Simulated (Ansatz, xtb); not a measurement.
# Relative energy of two isomers of C5H9NS2

We compare X, `CC(=S)CCC(N)=S`, a singlet, with Y, `C=C(S)CCC(N)=S`, a singlet. Both are isolated molecules in the gas phase, relaxed with PBE0-D3(BJ)/def2-SVP; each stands in its lowest conformer found.

Question: Estimate E(Y) − E(X) at the level CCSD(T)/def2-SVP + ΔMP2/def2-TZVPP.

Answer: Calculated at CCSD(T)/def2-SVP + ΔMP2/def2-TZVPP: E(Y) − E(X) = +0.170 eV, so structure X lies lower.

How the difference moves with the method:

```csv
level,geometry,E(Y) − E(X) (eV),departure from the last row (eV),"job, with rough time for the two"
PBE0-D3(BJ)/def2-SVP,PBE0-D3(BJ)/def2-SVP,+0.263,+0.093,"optimisation, 5.5 min"
HF/def2-SVP,PBE0-D3(BJ)/def2-SVP,+0.233,+0.063,part of the CCSD(T) run
MP2/def2-SVP,PBE0-D3(BJ)/def2-SVP,+0.278,+0.108,part of the CCSD(T) run
CCSD(T)/def2-SVP,PBE0-D3(BJ)/def2-SVP,+0.251,+0.082,single point
CCSD(T)/def2-SVP + ΔMP2/def2-TZVPP,PBE0-D3(BJ)/def2-SVP,+0.170,,"single point, 6.6 min"
```

As drawn, Y has 1 C=C, 1 C–S, 1 S–H in place of 1 C–C, 1 C=S, 1 C–H.

The levels shown agree on the order. The largest departure from CCSD(T)/def2-SVP + ΔMP2/def2-TZVPP is that of MP2/def2-SVP, 0.108 eV. Levels run at GFN2-xTB geometries aren't shown. The last row adds to CCSD(T) the change of the MP2 difference between the two basis sets, here −0.082 eV.

With thermal terms from frequencies at re-optimised GFN2-xTB minima (ideal gas, soft modes damped towards free rotors, one conformer each, 298.15 K, 1 atm): the zero-point term adds −0.078 eV; ΔH is +0.093 and ΔG +0.098 eV.

The correlated steps freeze 16 core orbitals. Codes used: Ansatz 0.2.0, xtb 6.7.1; the last row on 2 threads of Arm Neoverse V1 on a shared host.
